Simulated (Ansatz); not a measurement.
One change: `C=C=C([SiH3])Cl` becomes `C=C=C([SiH3])CCl`.

Ansatz, PBE0-D4/def2-TZVP geometries, multiplicity 1. Each molecule was computed in one conformer, which needn't be the lowest.

```tsv
property	`C=C=C([SiH3])Cl`
HOMO–LUMO gap (PBE/def2-TZVPP) / eV	4.40
HOMO–LUMO gap (ωB97M-V/def2-TZVPP) / eV	10.84
LUMO energy (ωB97M-V/def2-TZVPP) / eV	1.20
size of the dipole moment (B3LYP/def2-TZVPP) / D	1.69
LUMO energy (PBE/def2-TZVPP) / eV	-1.90
HOMO energy (PBE/def2-TZVPP) / eV	-6.30
```

What does the change do to each property? (Estimate.)

The calculation gave: 
| property | `C=C=C([SiH3])CCl` | shift |
| --- | --- | --- |
| HOMO–LUMO gap (PBE/def2-TZVPP) / eV | 5.07 | 0.67 |
| HOMO–LUMO gap (ωB97M-V/def2-TZVPP) / eV | 11.46 | 0.62 |
| LUMO energy (ωB97M-V/def2-TZVPP) / eV | 1.54 | 0.34 |
| size of the dipole moment (B3LYP/def2-TZVPP) / D | 2.01 | 0.32 |
| LUMO energy (PBE/def2-TZVPP) / eV | -1.51 | 0.39 |
| HOMO energy (PBE/def2-TZVPP) / eV | -6.58 | -0.28 |

With PBE0 the HOMO falls by 0.26 eV and the LUMO rises by 0.39 eV, so the gap widens by about 0.65 eV. PBE moves the HOMO by -0.28 eV and ωB97M-V by -0.27 eV. Dipoles are sizes alone; their direction can turn.

B3LYP here is the variant with VWN-RPA as its local correlation; programs differ in this.
